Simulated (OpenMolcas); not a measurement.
# Tc3+: moving or changing the point charges

Tc3+ among 6 point charges of -1.7 e arranged as a tetragonal octahedron (D4h), 1.78 Å from the ion, with the axial distance 2.065 Å. The active orbitals were held to one l.
```
   1.7800    0.0000    0.0000  -1.70
   0.0000    1.7800    0.0000  -1.70
  -1.7800    0.0000    0.0000  -1.70
   0.0000   -1.7800    0.0000  -1.70
   0.0000    0.0000    2.0648  -1.70
   0.0000    0.0000   -2.0648  -1.70
```

| Item | Value |
| --- | --- |
| Program | OpenMolcas 26.06 |
| Method | CASSCF |
| Basis | ANO-RCC-VDZP [6s5p3d1f] |
| Scalar Hamiltonian | DKH2, point nucleus |
| Active space | 4 electrons in 5 orbitals (4d) |
| State averaging | 2S+1 = 5 even, 5 roots; 2S+1 = 3 even, 45 roots; 2S+1 = 1 even, 50 roots |
| Spin-orbit coupling | state interaction with AMFI integrals over the reference wave functions |

Runs around this geometry, states (labels of D4, the rotations of D4h). Energies in cm-1 above the lowest state or level, χT in cm3 K/mol.

```csv
R (Å),Axial / equatorial distance,Ground state,First state of that spin,First gap with spin-orbit (degeneracies),χT at 300 K,First state of another spin
1.78,1.07,5B1,5A1 5702,"11.3 (1, 1)",2.728,3E 6465
1.69,1.16,5B1,5A1 12929,"7.9 (1, 1)",2.782,3E 6610
1.78,1.16,5B1,5A1 11225,"5.1 (1, 1)",2.776,3E 9668
```

Taking the first state of the same spin as R^-n, n = -ln(11225 / 12929) / ln(1.78 / 1.69) = 2.7 between the shortest and longest distance.

Without dynamic correlation the repulsion within the d shell is too large (B by tens of per cent), so at a given field states of lower spin stand too high. This shell can be high or low spin here, a state of another spin lies low, and with metal d orbitals alone active their balance is uncertain, so the ground spin may be wrong. Point charges give a weaker field than real ligands, and real ions of this kind are as a rule low spin; the high spin found here belongs to the model. This is an electrostatic model: the charges have no orbitals. No measured value stands beside these numbers.
